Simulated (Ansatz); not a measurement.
Relaxed structures of AlBH$_{3}$Br, singlet (PBE0-D4/def2-TZVP; forces vanish, vibrations not checked; lower isomers may exist, and structures with a doubtful reference or unclear bonds are left out; Å). Computed with Ansatz 0.2.0 (basis: def2-TZVPP); correlated methods freeze the cores. Filled d shells of the heavier atoms are correlated. The def2 sets are not built for correlating such inner shells, so the correlated values are less sure here.

Q: Rank them by CCSD(T) energy, lowest first, and give each one's height above the lowest. Links in brackets join atoms within 1.22 times the sum of their covalent radii (1.1 for two metals). (To be estimated.)
A.
AlBH₃Br ([AlH][BH][BrH])
```
6
angstrom
Al -0.4389 0.5303 -0.5033
B 0.7884 -0.1803 0.8641
Br 2.3105 -1.0071 -0.2088
H 2.2899 -2.4965 -0.4446
H -0.7917 1.6256 -1.5991
H 0.7650 -0.5970 1.9774
```
B.
AlBH₃Br ([BH2][AlH][Br])
```
6
angstrom
Al 0.7077 -0.3315 0.7693
B -0.7563 0.4267 -0.5502
Br 2.2151 -1.7312 -0.1970
H -1.7923 -0.1407 -0.7518
H -0.5957 1.4383 -1.1721
H 0.8909 -0.0581 2.3180
```
C.
AlBH₃Br ([AlH2][B][BrH])
```
6
angstrom
Al -0.6841 0.2079 -1.1644
B -0.2690 0.4236 0.8293
Br 0.7831 0.0115 2.2720
H -1.7525 -0.8806 -1.6048
H -0.1102 1.2849 -2.1799
H 2.0814 -1.0019 2.1568
```
D.
AlBH₃Br ([AlH2][BH][Br])
```
6
angstrom
Al -0.7928 0.4530 -0.5558
B 0.6581 -0.2862 0.7982
Br 1.9391 -1.4714 -0.0052
H -2.1334 -0.3609 -0.8169
H -0.5128 1.7798 -1.3857
H 0.8417 -0.1144 1.9654
```

A: By the calculation: B (0.00 kcal/mol), D (18.28 kcal/mol), A (96.62 kcal/mol), C (113.43 kcal/mol). Heights count from the lowest.

T1 diagnostic: at most 0.020. The restricted Hartree–Fock reference is unstable towards an unrestricted one at one or more of these structures.

For scale, one of the runs: CCSD(T)/def2-TZVPP, 163 basis functions, launched by `ansatz run in.yaml --threads 2 --pin off --events-out ev --progress --plain --max-ram 4352MiB`. Time: 60 s of wall clock on 2 CPU threads of an Arm Neoverse V1; the host was shared. Peak host memory: 1.2 GiB.
